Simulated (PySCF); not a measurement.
A PySCF script (with the pyscf-properties extension) for the NMR shieldings of SMILES C=C[C@@H]1CBSBO1, C₄H₈B₂OS, on a GFN2-xTB geometry:

```python
import basis_set_exchange as bse
import numpy as np
from pyscf import gto, dft
from pyscf.prop import nmr

atoms = """
C    -1.894891   -1.956026    0.021880
C    -0.855514   -1.349435   -0.517825
C    -0.002192   -0.343764    0.199791
C    -0.368734    1.084532   -0.236249
B     0.575536    2.209117    0.368214
S     2.266449    1.867218    0.743874
B     2.396534    0.139967    0.122344
O     1.365835   -0.646783   -0.071158
H    -2.503487   -2.645858   -0.536375
H    -2.185991   -1.782064    1.045078
H    -0.565827   -1.531633   -1.543476
H    -0.149038   -0.434738    1.286383
H    -1.415543    1.252331    0.023276
H    -0.317483    1.131512   -1.330961
H     0.189402    3.299599    0.534249
H     3.457347   -0.285031   -0.120456
"""
names = dict.fromkeys(["C", "B", "S", "O", "H"], "pcSseg-1")
basis = {el: gto.basis.parse(bse.get_basis(n, elements=[el], fmt="nwchem")) for el, n in names.items()}
mol = gto.M(atom=atoms, basis=basis, charge=0, verbose=0)
mf = dft.RKS(mol, xc="PBE0")
mf.grids.level = 2
mf.grids.alignment = dft.numint.BLKSIZE   # the property module wants whole blocks of grid points
mf.conv_tol = 1e-9
mf.kernel()

calc = nmr.RKS(mf)   # GIAO
C = mf.mo_coeff
Co = C[:, mf.mo_occ > 0]
resp = mf.gen_response(singlet=True, hermi=2)
def vind(x):   # induced exchange potential for any number of trial vectors
    d = np.einsum("pi,xij,qj->xpq", C, 2 * x.reshape(-1, C.shape[1], Co.shape[1]), Co, optimize=True)
    return np.einsum("xpq,pi,qj->xij", resp(d - d.transpose(0, 2, 1)), C, Co, optimize=True).ravel()
mo1, _ = nmr.rhf.solve_mo1(calc, with_cphf=vind)
sigma = calc.kernel(mo1)
for i, s in enumerate(sigma):   # ppm
    print("%2d %-2s %9.2f" % (i, mol.atom_pure_symbol(i), np.trace(s) / 3))
```

Question: Give the expected output.

Answer: 
```
 0 C      66.06
 1 C      35.80
 2 C     109.82
 3 C     151.99
 4 B      27.76
 5 S     433.18
 6 B      62.90
 7 O     120.65
 8 H      26.30
 9 H      26.30
10 H      25.29
11 H      27.36
12 H      29.94
13 H      30.44
14 H      24.16
15 H      26.09
```

These numbers come from an equivalent density-fitted implementation of the same equations, which agrees with the script to about 0.01 ppm for H and up to a few tenths of a ppm for heavy atoms, so last digits may differ.

Size and cost of the density-fitted run: 183 basis functions, 53 s wall time on 1 thread of an Arm Neoverse N1, shared host; peak memory 0.83 GiB.
